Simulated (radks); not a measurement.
Q: These are the eigenvalues of the occupied orbitals of an atom or ion with whole-number occupations (hartree). Calculated with a radial shooting solver on a logarithmic mesh with Libxc functionals: non-relativistic Kohn-Sham, LB94 model potential, spin-polarised, spherical densities, point nucleus.

orbital  eigenvalue
1s down   -1492.834
1s up     -1492.542
2s up     -353.8938
2s down   -352.6614
2p up     -348.7780

Which element is it, and in what charge state? The configuration may be excited. Open shells, if any, are filled with parallel spins first.

A: Z = 56, barium, charge +51: Ba51+ in [He] 2s2 2p1. The list shows which subshells hold electrons but not how many an open one holds; the 1s level, -1492.8 hartree, gives Z - s = 54.6 by -(Z - s)^2/2, which with screening narrows Z to a few neighbours, and the depths of the outer levels then fix element, charge and occupations together.
